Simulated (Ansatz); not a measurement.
Molecule: CH7BO2Si (charge 0, singlet). SMILES: C[SiH2]B(O)O
Coordinates optimised at B3LYP-D3(BJ)/def2-TZVP (Ansatz, a first-principles code):
```xyz
12

C      2.2095     0.4441     0.2792
Si     0.8303    -0.7765    -0.1387
B     -0.9884     0.1312    -0.0397
O     -1.1591     1.4534     0.2890
O     -2.1060    -0.5970    -0.3110
H      2.2182     1.2844    -0.4193
H      3.1894    -0.0333     0.2290
H      2.0909     0.8431     1.2897
H      1.0587    -1.3231    -1.5018
H      0.8865    -1.9198     0.8094
H     -0.3432     1.9271     0.4720
H     -2.9192    -0.0788    -0.2378
```

Wanted: atomisation energy (electronic, to ground-state atoms), in kcal/mol. Cores are frozen in the correlated levels unless marked. UHF or UKS for open shells. No spin-orbit coupling. Non-relativistic. The coupled-cluster limit lacks core correlation, which all-electron functionals hold. CBS marks a two-point X^-3 extrapolation of the correlation energy; Hartree-Fock from the larger set.

```json
[
 {"level": "HF/aug-cc-pV(Q+d)Z", "program": "Ansatz", "atomisation energy (kcal/mol)": "815.9"},
 {"level": "PBE0-D4/def2-TZVP", "program": "Ansatz + dftd4", "atomisation energy (kcal/mol)": "1089.0"},
 {"level": "LC-wPBE-D3(BJ)/def2-TZVPD", "program": "Ansatz + dftd3", "atomisation energy (kcal/mol)": "1093.8"},
 {"level": "wB97X/def2-TZVPD", "program": "Ansatz", "atomisation energy (kcal/mol)": "1090.9"}
]
```

Q: Predict the CCSD(T)/CBS(aug-cc-pV(T+d)Z,aug-cc-pV(Q+d)Z) result (Ansatz).

A: 1094.7 kcal/mol, so wB97X/def2-TZVPD differs from it by -3.8 kcal/mol.
